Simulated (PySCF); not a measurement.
## Continuum solvent and chemical shifts

Atom-mapped SMILES (the numbers label the heavy atoms): `[CH2:1]=[CH:2][C@@H:3]1[O:4][C:5](=[O:6])[c:7]2[cH:8][cH:9][cH:10][cH:11][c:12]21` (H(Xn): hydrogen on atom n). Ha(C1) is cis to C3; Hb(C1) is trans to C3.

GIAO PBE0/pcSseg-1 in PySCF on one PBE0-D3(BJ)/def2-SVP conformer, non-relativistic, equivalent nuclei averaged. Solvents enter as an IEF-PCM continuum (benzene with ε = 2.3, chloroform with ε = 4.7) around the gas-phase geometry. Shifts are referred to TMS computed in the same medium.

In benzene, δ in ppm: C5 173.2, C12 155.6, C2 145.5, C10 140.5, C9 135.5, C8 132.7, C7 130.6, C11 128.9, C1 128.8, C3 84.0, H(C8) 8.21, H(C10) 7.88, H(C9) 7.79, H(C11) 7.61. Dipole moment 6.00 D.

Question: How does each δ change in the more polar medium?

Answer: 
```json
{"atoms": "C5", "environment": "ester carbonyl carbon", "Δδ, chloroform": "+1.4"}
{"atoms": "C12", "environment": "substituted aromatic carbon", "Δδ, chloroform": "+0.7"}
{"atoms": "C2", "environment": "alkene CH", "Δδ, chloroform": "-0.3"}
{"atoms": "C10", "environment": "aromatic CH", "Δδ, chloroform": "+1.1"}
{"atoms": "C9", "environment": "aromatic CH", "Δδ, chloroform": "+0.5"}
{"atoms": "C8", "environment": "aromatic CH", "Δδ, chloroform": "+0.2"}
{"atoms": "C7", "environment": "substituted aromatic carbon", "Δδ, chloroform": "-0.3"}
{"atoms": "C11", "environment": "aromatic CH", "Δδ, chloroform": "+0.7"}
{"atoms": "C1", "environment": "terminal =CH2 carbon", "Δδ, chloroform": "+1.3"}
{"atoms": "C3", "environment": "sp3 CH bonded to O, on an aromatic ring", "Δδ, chloroform": "+0.5"}
{"atoms": "H(C8)", "environment": "hydrogen on an aromatic CH", "Δδ, chloroform": "+0.03"}
{"atoms": "H(C10)", "environment": "hydrogen on an aromatic CH", "Δδ, chloroform": "+0.10"}
{"atoms": "H(C9)", "environment": "hydrogen on an aromatic CH", "Δδ, chloroform": "+0.08"}
{"atoms": "H(C11)", "environment": "hydrogen on an aromatic CH", "Δδ, chloroform": "+0.09"}
```

Changes are relative to benzene. The dipole moment becomes 6.45 D in chloroform.

Question: Which nuclei move most (in ppm), and what does the model miss?

Answer: C5 (ester carbonyl carbon, +1.4 ppm) and C1 (terminal =CH2 carbon, +1.3 ppm) in chloroform. A continuum only polarises the solute; specific hydrogen bonds, the anisotropy of aromatic solvents and changes of geometry or conformer are outside it.
